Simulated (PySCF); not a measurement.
**O²⁺: ionisation energy**

O²⁺ [He] 2s2 2p2 (3P) → O³⁺ [He] 2s2 2p1 (2P), as a difference of total energies. All numbers are calculated (PySCF 2.14, the non-relativistic Hamiltonian (point nucleus), in aug-cc-pVDZ (4s3p2d, 23 functions)). Correlated levels: valence: 1s2 frozen. The calculations carry no spin-orbit coupling.

```csv
method,ionisation energy (eV)
UHF,54.634
BP86,55.348
r2SCAN,55.640
MP2 (valence),54.785
SCS-MP2 (valence),54.682
CCSD (valence),54.546
CCSD(T) (valence),54.551
```

Errors of the correlated levels include the incompleteness of this basis and the frozen core.

Question: Which method comes closest to the reference value, and which is furthest?

Answer: The reference is 54.936 eV (semi-empirical (NIST evaluation); NIST Atomic Spectra Database, ionization energies). Closest: MP2 (valence) (error -0.151 eV); furthest: r2SCAN (error 0.704 eV).
